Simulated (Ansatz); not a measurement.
Mulliken charges of CH₃BrMgO, SMILES `C[O][Mg][Br]` from r2SCAN/def2-TZVPP in Ansatz (PBE0-D4/def2-TZVP geometry).

```json
{"atom": "C1", "x (Å)": "0.743", "y (Å)": "0.986", "z (Å)": "0.163", "charge (e)": "0.058"}
{"atom": "O2", "x (Å)": "-0.067", "y (Å)": "-0.113", "z (Å)": "-0.024", "charge (e)": "-0.682"}
{"atom": "Mg3", "x (Å)": "-1.095", "y (Å)": "-1.507", "z (Å)": "-0.262", "charge (e)": "0.979"}
{"atom": "Br4", "x (Å)": "-2.463", "y (Å)": "-3.362", "z (Å)": "-0.578", "charge (e)": "-0.455"}
{"atom": "H5", "x (Å)": "0.897", "y (Å)": "1.540", "z (Å)": "-0.773", "charge (e)": "0.033"}
{"atom": "H6", "x (Å)": "0.311", "y (Å)": "1.688", "z (Å)": "0.890", "charge (e)": "0.033"}
{"atom": "H7", "x (Å)": "1.735", "y (Å)": "0.699", "z (Å)": "0.538", "charge (e)": "0.033"}
```

By hand: the dipole of these point charges (1 e Å = 4.8032 D).

Σ q r = (0.235, 0.318, 0.054) e Å, of length 0.399 e Å = 1.92 D.

How does the dipole of the full density compare? (Estimate.)

Computed: (0.193, 0.262, 0.045) e Å, 1.58 D; the point charges give 1.22 times that, at 0° from its direction.

Point charges leave out the atoms' own dipoles, such as those of lone pairs, and Mulliken's split depends on the basis, so the two needn't agree.
